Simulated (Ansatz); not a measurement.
Born–Oppenheimer molecular dynamics of a periodic cell of 20 atoms, H2CO2 (contents 4 H2 + 4 CO2, density as packed 0.80 g/cm³ with natural masses). It goes on from the last frame of an earlier run, with new velocities.

Computed with DFT r2SCAN-D3(BJ), scalar-relativistic, plane waves, PAW in Ansatz. Settings: accuracy low, cutoff 200 eV, k mesh 1x1x1, fermi-dirac smearing 0.05 eV, no spin polarisation.

| Item | Value |
| --- | --- |
| ensemble | NVE (velocity Verlet) |
| time step | 0.75 fs |
| steps asked | 100 |
| starting velocities drawn for | 1500 K |
| masses | H 2.014 u |
| seed | 991520 |

Frames 1.5 fs apart, positions in Å, forces in eV/Å.

Velocities at 7.5 fs (Å/ps):

```
H 35.39 24.61 5.42
H -9.01 -23.29 40.48
H 19.44 -27.77 11.53
H 14.49 -3.66 45.56
H -47.69 -15.55 44.52
H 20.08 -31.84 7.79
H -1.49 22.95 11.83
H 35.59 25.45 -16.25
C -5.68 -1.27 5.61
O 3.73 -9.61 5.51
O -2.97 -0.50 11.39
C 0.33 1.97 20.52
O 5.65 9.53 -4.98
O -1.74 -1.92 -9.52
C 4.64 -28.42 -8.23
O 1.84 9.92 -16.32
O 1.69 -12.54 -16.25
C -12.36 8.44 -4.29
O -5.74 22.64 4.16
O -1.06 0.63 -3.19
```

```xyz
20
Lattice="7.2685 0.0000 0.0000 0.0000 7.2685 0.0000 0.0000 0.0000 7.2685" Properties=species:S:1:pos:R:3:forces:R:3 time_fs=7.5 energy_less_start_eV=-0.634 T=1754
H 0.518 3.100 4.271 0.56 0.45 0.25
H 1.094 3.515 4.560 -0.54 -0.39 -0.29
H 5.223 2.910 7.237 0.22 -0.52 -0.43
H 5.431 2.337 6.777 -0.42 0.60 0.42
H 5.684 1.421 3.276 -0.29 0.49 -1.45
H 5.535 1.658 2.533 0.29 -0.45 1.48
H 6.375 5.989 6.475 0.27 -0.45 0.07
H 6.791 5.362 6.544 -0.26 0.29 -0.05
C 4.242 6.350 4.542 0.69 0.50 2.23
O 4.167 6.756 5.666 0.48 -1.09 -4.93
O 4.398 5.928 3.475 -0.67 0.94 2.43
C 0.782 6.198 3.488 2.27 0.27 2.36
O -0.174 6.341 2.945 -3.08 0.06 -2.56
O 1.703 6.120 4.152 0.54 -0.23 0.33
C 0.359 1.430 6.648 -0.46 -1.04 -1.89
O -0.006 0.973 5.684 -0.58 -0.76 -2.00
O 0.752 1.850 7.594 1.21 1.70 3.85
C 2.297 5.521 7.074 1.00 -1.78 -0.11
O 2.769 4.552 6.613 -1.88 2.38 1.24
O 1.869 6.439 7.620 0.64 -0.97 -0.96
20
Lattice="7.2685 0.0000 0.0000 0.0000 7.2685 0.0000 0.0000 0.0000 7.2685" Properties=species:S:1:pos:R:3:forces:R:3 time_fs=9.0 energy_less_start_eV=-0.594 T=1739
H 0.572 3.137 4.279 -1.35 -0.86 -0.93
H 1.080 3.479 4.621 1.38 0.94 0.89
H 5.253 2.868 7.254 -0.49 1.38 1.04
H 5.451 2.332 6.846 0.28 -1.29 -1.04
H 5.611 1.401 3.334 -0.09 0.52 -1.85
H 5.566 1.608 2.554 0.09 -0.47 1.87
H 6.374 6.020 6.494 0.66 -0.95 0.06
H 6.842 5.403 6.519 -0.67 0.76 -0.04
C 4.234 6.349 4.552 0.87 0.42 2.31
O 4.173 6.741 5.671 0.30 -0.71 -4.22
O 4.393 5.928 3.493 -0.63 0.66 1.61
C 0.783 6.201 3.521 -2.38 0.82 -1.23
O -0.168 6.356 2.936 -1.30 -0.22 -1.22
O 1.701 6.117 4.139 3.36 -0.51 2.59
C 0.365 1.387 6.634 0.06 -0.09 -0.70
O -0.004 0.987 5.658 -1.03 -1.42 -3.09
O 0.756 1.833 7.573 1.13 1.45 3.75
C 2.279 5.532 7.067 0.98 -1.35 0.07
O 2.759 4.587 6.620 -1.10 0.49 0.30
O 1.867 6.439 7.615 -0.09 0.44 -0.17
20
Lattice="7.2685 0.0000 0.0000 0.0000 7.2685 0.0000 0.0000 0.0000 7.2685" Properties=species:S:1:pos:R:3:forces:R:3 time_fs=10.5 energy_less_start_eV=-0.426 T=1674
H 0.612 3.167 4.277 -1.78 -1.04 -1.59
H 1.080 3.454 4.691 1.81 1.13 1.55
H 5.277 2.840 7.281 -0.91 2.46 1.75
H 5.475 2.314 6.904 0.69 -2.37 -1.75
H 5.538 1.386 3.373 0.15 0.40 -1.66
H 5.599 1.552 2.594 -0.15 -0.34 1.68
H 6.381 6.042 6.512 0.75 -0.97 -0.01
H 6.886 5.451 6.494 -0.79 0.77 0.02
C 4.227 6.348 4.566 1.04 0.09 1.55
O 4.180 6.725 5.670 0.09 -0.07 -2.65
O 4.387 5.928 3.514 -0.55 0.37 0.77
C 0.781 6.206 3.550 -5.85 1.28 -3.99
O -0.163 6.370 2.925 0.09 -0.46 0.04
O 1.704 6.113 4.129 5.41 -0.75 4.10
C 0.372 1.343 6.619 0.65 0.91 0.64
O -0.003 0.999 5.628 -1.20 -1.68 -3.42
O 0.760 1.817 7.556 0.70 0.77 2.74
C 2.263 5.540 7.061 0.43 -0.07 0.63
O 2.748 4.623 6.627 0.15 -2.16 -0.99
O 1.866 6.441 7.609 -0.76 1.74 0.59
20
Lattice="7.2685 0.0000 0.0000 0.0000 7.2685 0.0000 0.0000 0.0000 7.2685" Properties=species:S:1:pos:R:3:forces:R:3 time_fs=12.0 energy_less_start_eV=-0.505 T=1701
H 0.635 3.185 4.260 -0.15 -0.03 -0.18
H 1.098 3.439 4.775 0.19 0.14 0.13
H 5.293 2.837 7.326 -0.36 0.97 0.65
H 5.505 2.272 6.944 0.12 -0.87 -0.65
H 5.465 1.375 3.394 0.21 0.19 -0.88
H 5.630 1.493 2.652 -0.22 -0.13 0.89
H 6.396 6.053 6.531 0.44 -0.57 -0.04
H 6.922 5.508 6.470 -0.51 0.35 0.05
C 4.223 6.348 4.584 1.17 -0.53 -0.17
O 4.186 6.709 5.666 -0.10 0.84 -0.10
O 4.380 5.929 3.536 -0.43 0.07 -0.08
C 0.768 6.213 3.574 -5.31 1.28 -4.18
O -0.158 6.383 2.914 0.46 -0.54 0.69
O 1.714 6.108 4.124 4.47 -0.69 3.67
C 0.380 1.302 6.605 0.86 1.63 0.97
O -0.004 1.009 5.593 -0.90 -1.53 -2.51
O 0.766 1.802 7.543 0.20 -0.04 1.49
C 2.248 5.549 7.056 -0.38 1.55 1.33
O 2.737 4.656 6.633 1.58 -4.94 -2.33
O 1.863 6.444 7.605 -1.31 2.84 1.26
20
Lattice="7.2685 0.0000 0.0000 0.0000 7.2685 0.0000 0.0000 0.0000 7.2685" Properties=species:S:1:pos:R:3:forces:R:3 time_fs=13.5 energy_less_start_eV=-0.289 T=1614
H 0.655 3.203 4.241 1.04 0.55 1.39
H 1.119 3.426 4.862 -1.00 -0.42 -1.45
H 5.304 2.844 7.378 0.32 -0.87 -0.56
H 5.536 2.221 6.978 -0.60 0.98 0.57
H 5.395 1.366 3.406 -0.05 0.05 0.14
H 5.658 1.433 2.719 0.02 0.02 -0.12
H 6.415 6.058 6.549 -0.21 0.04 0.04
H 6.953 5.568 6.445 0.10 -0.28 -0.04
C 4.221 6.346 4.601 1.21 -1.23 -2.28
O 4.192 6.694 5.662 -0.25 1.89 2.99
O 4.373 5.931 3.558 -0.26 -0.28 -1.08
C 0.746 6.222 3.589 -1.47 0.81 -2.40
O -0.152 6.396 2.904 -0.03 -0.45 0.68
O 1.729 6.103 4.124 1.08 -0.30 1.91
C 0.390 1.263 6.593 0.59 2.10 0.16
O -0.005 1.017 5.555 -0.22 -1.21 -0.64
O 0.772 1.787 7.532 -0.22 -0.77 0.39
C 2.232 5.560 7.053 -0.74 2.16 1.54
O 2.728 4.683 6.636 2.45 -6.56 -3.10
O 1.859 6.451 7.602 -1.77 3.77 1.86
20
Lattice="7.2685 0.0000 0.0000 0.0000 7.2685 0.0000 0.0000 0.0000 7.2685" Properties=species:S:1:pos:R:3:forces:R:3 time_fs=15.0 energy_less_start_eV=0.147 T=1440
H 0.686 3.227 4.237 1.33 0.59 2.09
H 1.129 3.409 4.933 -1.28 -0.45 -2.16
H 5.319 2.842 7.425 0.60 -1.67 -1.03
H 5.561 2.180 7.017 -0.89 1.77 1.04
H 5.324 1.358 3.419 -0.24 0.06 0.42
H 5.687 1.373 2.785 0.20 0.02 -0.40
H 6.432 6.063 6.568 -0.69 0.37 0.18
H 6.985 5.625 6.420 0.54 -0.64 -0.18
C 4.220 6.342 4.614 1.10 -1.50 -3.30
O 4.198 6.681 5.662 -0.32 2.67 5.36
O 4.366 5.932 3.578 -0.04 -0.78 -2.42
C 0.722 6.233 3.601 2.72 0.19 -0.40
O -0.147 6.408 2.896 -0.87 -0.28 0.29
O 1.746 6.096 4.126 -2.30 0.15 0.30
C 0.400 1.227 6.581 0.12 2.52 -1.05
O -0.008 1.024 5.516 0.53 -0.97 1.39
O 0.778 1.772 7.521 -0.53 -1.33 -0.47
C 2.215 5.575 7.053 -0.13 0.99 0.89
O 2.722 4.700 6.635 2.18 -6.12 -2.87
O 1.853 6.464 7.601 -2.06 4.40 2.32
20
Lattice="7.2685 0.0000 0.0000 0.0000 7.2685 0.0000 0.0000 0.0000 7.2685" Properties=species:S:1:pos:R:3:forces:R:3 time_fs=16.5 energy_less_start_eV=0.388 T=1342
H 0.731 3.257 4.254 1.13 0.41 2.11
H 1.125 3.388 4.981 -1.09 -0.26 -2.18
H 5.340 2.823 7.461 0.55 -1.59 -0.94
H 5.576 2.158 7.067 -0.84 1.70 0.96
H 5.251 1.351 3.436 0.19 0.06 -0.24
H 5.718 1.313 2.848 -0.24 0.04 0.27
H 6.442 6.072 6.588 -0.44 0.10 0.14
H 7.022 5.676 6.393 0.26 -0.41 -0.15
C 4.222 6.336 4.621 0.87 -0.95 -1.97
O 4.204 6.672 5.668 -0.30 2.78 5.69
O 4.359 5.932 3.595 0.20 -1.43 -4.08
C 0.702 6.244 3.611 5.29 -0.28 0.69
O -0.143 6.419 2.887 -1.35 -0.17 0.08
O 1.760 6.091 4.130 -4.40 0.50 -0.58
C 0.411 1.197 6.567 -0.31 2.95 -2.01
O -0.009 1.029 5.479 1.14 -0.89 2.97
O 0.783 1.754 7.510 -0.74 -1.72 -1.12
C 2.198 5.592 7.054 1.03 -0.94 -0.05
O 2.720 4.710 6.630 1.03 -4.19 -1.91
O 1.843 6.482 7.604 -1.99 4.29 2.34
20
Lattice="7.2685 0.0000 0.0000 0.0000 7.2685 0.0000 0.0000 0.0000 7.2685" Properties=species:S:1:pos:R:3:forces:R:3 time_fs=18.0 energy_less_start_eV=0.416 T=1328
H 0.788 3.291 4.294 0.55 0.15 1.22
H 1.111 3.363 5.007 -0.50 0.02 -1.30
H 5.367 2.788 7.487 0.16 -0.54 -0.31
H 5.583 2.153 7.127 -0.44 0.64 0.32
H 5.181 1.344 3.450 0.97 -0.07 -0.92
H 5.746 1.253 2.914 -1.03 0.20 0.93
H 6.448 6.082 6.610 0.26 -0.38 -0.13
H 7.062 5.723 6.365 -0.49 0.03 0.11
C 4.226 6.328 4.625 0.64 0.10 0.93
O 4.209 6.667 5.683 -0.22 2.28 4.17
O 4.351 5.930 3.606 0.38 -1.99 -5.46
C 0.691 6.255 3.623 5.85 -0.45 0.54
O -0.140 6.431 2.879 -1.01 -0.21 0.51
O 1.769 6.085 4.132 -5.30 0.71 -0.87
C 0.421 1.171 6.549 -0.60 3.36 -2.49
O -0.009 1.033 5.446 1.52 -0.94 3.89
O 0.787 1.734 7.498 -0.87 -1.95 -1.59
C 2.183 5.607 7.056 1.89 -1.99 -0.45
O 2.718 4.713 6.622 -0.30 -1.98 -0.78
O 1.831 6.506 7.609 -1.45 3.02 1.67
20
Lattice="7.2685 0.0000 0.0000 0.0000 7.2685 0.0000 0.0000 0.0000 7.2685" Properties=species:S:1:pos:R:3:forces:R:3 time_fs=19.5 energy_less_start_eV=0.511 T=1289
H 0.851 3.327 4.345 -0.39 0.00 -1.09
H 1.091 3.339 5.019 0.44 0.17 1.02
H 5.395 2.747 7.510 -0.54 1.58 0.84
H 5.585 2.154 7.190 0.27 -1.49 -0.83
H 5.120 1.336 3.455 1.49 -0.23 -1.09
H 5.762 1.196 2.989 -1.57 0.39 1.09
H 6.456 6.088 6.631 0.79 -0.65 -0.39
H 7.097 5.769 6.338 -1.06 0.25 0.37
C 4.230 6.320 4.630 0.56 0.82 3.01
O 4.214 6.665 5.703 -0.11 1.59 2.06
O 4.345 5.925 3.610 0.38 -2.01 -5.43
C 0.691 6.264 3.636 4.86 -0.38 -0.59
O -0.139 6.442 2.871 -0.01 -0.38 1.51
O 1.770 6.081 4.133 -5.32 0.81 -0.77
C 0.430 1.152 6.527 -0.75 3.65 -2.51
O -0.007 1.035 5.418 1.68 -1.03 4.19
O 0.790 1.712 7.483 -0.90 -2.04 -1.87
C 2.171 5.619 7.056 2.11 -1.69 -0.10
O 2.716 4.714 6.613 -1.37 -0.22 0.14
O 1.817 6.534 7.617 -0.56 0.87 0.45
20
Lattice="7.2685 0.0000 0.0000 0.0000 7.2685 0.0000 0.0000 0.0000 7.2685" Properties=species:S:1:pos:R:3:forces:R:3 time_fs=21.0 energy_less_start_eV=0.585 T=1263
H 0.910 3.364 4.386 -0.73 0.22 -2.92
H 1.075 3.316 5.043 0.78 -0.06 2.84
H 5.418 2.723 7.542 -0.83 2.70 1.36
H 5.590 2.140 7.245 0.58 -2.62 -1.36
H 5.075 1.326 3.448 1.54 -0.31 -0.85
H 5.763 1.143 3.076 -1.64 0.48 0.85
H 6.473 6.087 6.647 0.85 -0.62 -0.48
H 7.120 5.819 6.315 -1.15 0.18 0.46
C 4.236 6.313 4.641 0.65 0.73 2.84
O 4.218 6.665 5.726 -0.01 0.98 0.28
O 4.338 5.918 3.607 0.19 -1.31 -3.50
C 0.700 6.274 3.647 2.94 -0.16 -2.12
O -0.138 6.452 2.866 1.10 -0.56 2.58
O 1.764 6.078 4.133 -4.51 0.76 -0.33
C 0.438 1.139 6.500 -0.76 3.76 -2.15
O -0.003 1.036 5.396 1.62 -1.13 3.91
O 0.792 1.686 7.466 -0.83 -1.97 -1.94
C 2.163 5.628 7.057 1.90 -0.69 0.59
O 2.713 4.715 6.604 -2.07 0.97 0.79
O 1.803 6.563 7.626 0.37 -1.36 -0.84
20
Lattice="7.2685 0.0000 0.0000 0.0000 7.2685 0.0000 0.0000 0.0000 7.2685" Properties=species:S:1:pos:R:3:forces:R:3 time_fs=22.5 energy_less_start_eV=0.339 T=1358
H 0.961 3.402 4.397 -0.18 0.19 -1.21
H 1.067 3.293 5.094 0.23 -0.02 1.13
H 5.432 2.726 7.587 -0.30 0.99 0.46
H 5.601 2.099 7.285 0.04 -0.91 -0.45
H 5.047 1.313 3.432 1.02 -0.21 -0.40
H 5.746 1.095 3.172 -1.12 0.39 0.38
H 6.498 6.080 6.658 0.42 -0.41 -0.29
H 7.132 5.870 6.297 -0.75 -0.05 0.26
C 4.243 6.308 4.656 0.77 0.11 1.15
O 4.223 6.667 5.749 0.10 0.52 -0.98
O 4.332 5.908 3.599 -0.03 -0.25 -0.56
C 0.714 6.282 3.655 0.48 0.15 -3.65
O -0.135 6.462 2.864 1.85 -0.65 3.28
O 1.752 6.076 4.133 -2.80 0.54 0.47
C 0.444 1.134 6.470 -0.62 3.66 -1.42
O 0.004 1.036 5.379 1.33 -1.23 3.02
O 0.793 1.658 7.446 -0.66 -1.75 -1.77
C 2.158 5.635 7.058 1.55 0.29 1.18
O 2.706 4.717 6.597 -2.44 1.70 1.22
O 1.789 6.591 7.633 1.12 -3.08 -1.82
```

Of the whole run (75 fs, mean temperature of the second half 1260 K): The conserved energy stayed within 0.8 meV per atom of its start (net change -0.24 meV per atom), so the integration is sound. A run of 0.075 ps of so small a system gives no equilibrium averages. The plane-wave cutoff is below what these datasets need, so energies and pressures aren't converged. Limits of this set-up: coarse k mesh, low accuracy level.

Time of the run: 7.9 min on 1 thread of Arm Neoverse V2, on a shared host, peak memory 0.36 GiB.
